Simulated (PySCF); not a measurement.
**Ionisation energy of Ca by level of theory**

Ca [Ar] 4s2 (1S) → Ca⁺ [Ar] 4s1 (2S), as a difference of total energies. Computed with PySCF 2.14 in aug-cc-pwCVTZ-X2C with one added diffuse shell each of s, p, d, f type (10s9p7d4f, 100 functions), with the spin-free X2C one-electron Hamiltonian (Gaussian nucleus). Correlated levels: valence and next inner shell: [Ne] frozen. The calculations carry no spin-orbit coupling.

```json
{"method": "UHF", "ionisation energy (eV)": "5.137"}
{"method": "MP2 (valence and next inner shell)", "ionisation energy (eV)": "5.969"}
{"method": "SCS-MP2 (valence and next inner shell)", "ionisation energy (eV)": "6.022"}
{"method": "CCSD (valence and next inner shell)", "ionisation energy (eV)": "6.019"}
{"method": "CCSD(T) (valence and next inner shell)", "ionisation energy (eV)": "6.085"}
```

Errors of the correlated levels include the incompleteness of this basis and the frozen core.

Problem. Which method comes closest to the reference value, and which is furthest?

Solution. The reference is 6.113 eV (measured; NIST Atomic Spectra Database, ionization energies). Closest: CCSD(T) (valence and next inner shell) (error -0.028 eV); furthest: UHF (error -0.976 eV).
